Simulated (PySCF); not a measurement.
[AgF4]2- (charge -2 and doublet state).
Bonds: Ag1–F2, Ag1–F3, Ag1–F4, Ag1–F5.

Method used: PBE0-D3(BJ)/def2-SVP geometry optimisation, gas phase, def2 core potentials past Kr in PySCF 2.14.0.

(1) What internal coordinates does the optimisation give?

## Answers

(1) 
```tsv
bond	length (Å)
Ag1–F2 and 3 like bonds	2.074
```

Bonds in one row agree within 0.01 Å and their mean is given. A selection of angles:
```tsv
angle	degrees
F2–Ag1–F3	90.0
F2–Ag1–F4	179.1
```

Ag1 (silver bonded to 4 F) is square planar (angles from 90.0° to 179.1°). All 4 Ag–F bonds measure 2.074 Å. The 5 heavy atoms lie in one plane (0.017 Å rms).

Not checked by PBE0-D3(BJ)/def2-SVP frequencies. ⟨S²⟩ = 0.754 (exact for a doublet: 0.75). Whether so highly charged an anion holds all its electrons in the gas phase wasn't checked; a finite basis holds them in any case. The ion is multiply charged and computed without counter-ions or solvent. The geometry's basis has no diffuse functions, a weakness for an anion.

For an open-shell metal species like this, the optimisation's SCF solution wasn't tested for stability and no frequencies at its level were run, so a lower state or another shape may exist.
